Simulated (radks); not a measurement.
The mean radii <r> (bohr) of the occupied orbitals of an atom or ion are listed with their occupations. All-electron calculation, scalar-relativistic Kohn-Sham, SCAN, spin-polarised, spherical densities, finite nucleus; meta-GGA in the generalised Kohn-Sham scheme; Fermi nuclear charge, rms radius of each element as measured or else 0.836 A^(1/3) + 0.57 fm. Program: a radial shooting solver on a logarithmic mesh with Libxc functionals.

orbital  occ.      <r>
1s up       1  0.01744
1s down     1  0.01744
2s up       1  0.07358
2s down     1  0.07358
2p up       3  0.06623
2p down     3  0.06623
3s up       1   0.1903
3s down     1   0.1903
3p up       3   0.1912
3p down     3   0.1912
3d up       5   0.1734
3d down     5   0.1734
4s up       1   0.4231
4s down     1   0.4232
4p up       3   0.4501
4p down     3   0.4501
4d up       5   0.4784
4d down     5   0.4783
5s up       1   0.9815
5s down     1   0.9788
4f up       7   0.5360
4f down     7   0.5348
5p up       3    1.139
5p down     3    1.136
6s up       1    2.937
5d up       5    1.786
5d down     3    1.786

Name the element and its charge. Open shells, if any, are filled with parallel spins first.

Answer. Z = 77, iridium, charge 0: Ir in [Xe] 4f14 5d8 6s1. The 1s radius gives Z: for a bare nucleus <r> = (2 gamma + 1)/(2Z) with gamma = sqrt(1 - (Z/c)^2), 0.01724 bohr for Z = 77, and screening makes it slightly larger (0.01744 here). The occupations add up to 77, and the charge is Z minus that.
